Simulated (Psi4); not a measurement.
# CH5O2Y (SMILES [CH3][Y]([OH])[OH]): methods side by side

CH5O2Y has 9 atoms, charge 0, and is taken as a singlet. As SMILES, `[CH3][Y]([OH])[OH]`. The shape was relaxed beforehand at PBE0/def2-TZVP. This is one conformer, not always the lowest.

```xyz
9

C     0.2128    1.3804   -1.2117
Y     0.2381   -0.0557    0.6837
O     1.6179   -1.5321    0.6577
O    -1.4351   -0.0307    1.8150
H    -0.4060    0.9605   -2.0184
H    -0.2117    2.3719   -1.0039
H     1.2039    1.5464   -1.6541
H     2.1655   -2.3088    0.7214
H    -2.1924   -0.1525    2.3797
```

Quantity: the dipole moment, in D. The values are calculated.

```json
{"level": "PBE-D4/def2-TZVPP (density fitting, core potential)", "kind": "GGA", "program": "Psi4", "value (D)": "2.36", "CPU time": "52 s"}
{"level": "r2SCAN-D4/def2-TZVPP (density fitting, core potential)", "kind": "meta-GGA", "program": "Psi4", "value (D)": "2.44", "CPU time": "2.1 min"}
{"level": "B3LYP-D4/def2-TZVPP (density fitting, core potential)", "kind": "global hybrid", "program": "Psi4", "value (D)": "2.45", "CPU time": "47 s"}
{"level": "PBE0-D4/def2-TZVPP (density fitting, core potential)", "kind": "global hybrid", "program": "Psi4", "value (D)": "2.42", "CPU time": "44 s"}
{"level": "wB97M-V/def2-TZVPP (density fitting, core potential)", "kind": "range-separated hybrid", "program": "Psi4", "value (D)": "2.54", "CPU time": "2.2 min"}
```

The values span 2.36 to 2.54 D. Magnitudes only. Times are those of the runs behind each value, whatever else they computed, on shared processors of several kinds: orders of magnitude only.
